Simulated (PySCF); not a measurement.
SnFCl, SMILES [F][Sn][Cl] (connectivity only; charge and spin as stated), neutral, multiplicity 1.

The structure is a stationary point at PBE0-D3(BJ)/def2-TZVP. The def2 effective core potentials stand for the cores of Sn; spin–orbit coupling is left out.

Computed with IEF-PCM-B3LYP/def2-SVP run with PySCF.

The values are the electrostatic part of the solvation free energy, E(continuum) − E(gas) at the gas-phase geometry, in a cavity of scaled van der Waals radii (PySCF's table); cavitation and dispersion terms are not included. A continuum can't describe solvent molecules that bind to the metal. In vacuum the orbital gap is 4.87 eV. The dipole moment in vacuum is 3.26 D.

```csv
solvent,ε,ΔG(elec) (kcal/mol),dipole (D),gap (eV)
water,78.36,-6.4,4.22,5.11
diethylether,4.24,-4.3,3.90,5.03
chlorobenzene,5.70,-4.8,3.98,5.05
```
